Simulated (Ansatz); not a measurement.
`OC[SiH2][SbH2]` + H₂O → `OC[SiH2]O` + stibine  (formal hydrolysis of the Si–Sb bond)

Computed with Ansatz on PBE0-D4/def2-TZVP structures; ΔE is electronic, products minus reactants. CCSD(T)/CBS is the MP2 limit (def2-TZVPP, def2-QZVPP) plus CCSD(T) − MP2 in def2-TZVPP, frozen cores. This one scheme is used for every species. Functionals use def2-TZVPP. Elements past krypton have def2 core potentials. For Sb outer-core shells are correlated without core-valence functions, which leaves a few kJ/mol of doubt a bond. One conformer a species, not always the lowest.

```
        level  ΔE (eV)
       B2PLYP    -0.62
HF/def2-TZVPP    -0.84
```

Problem. What does CCSD(T)/CBS give? (Estimate.)

Solution. Computed: -0.47 eV. The listed levels differ from it by -0.15, -0.37 eV.

Largest T1 diagnostic among the species: 0.014.

In def2-TZVPP, CCSD(T) changes the Hartree–Fock value by +0.28 eV (the triples alone add +0.05 eV) and MP2 by +0.32 eV. From PBE to PBE0 (25 % exact exchange), in def2-TZVPP and without D4, ΔE moves by −0.04 eV.
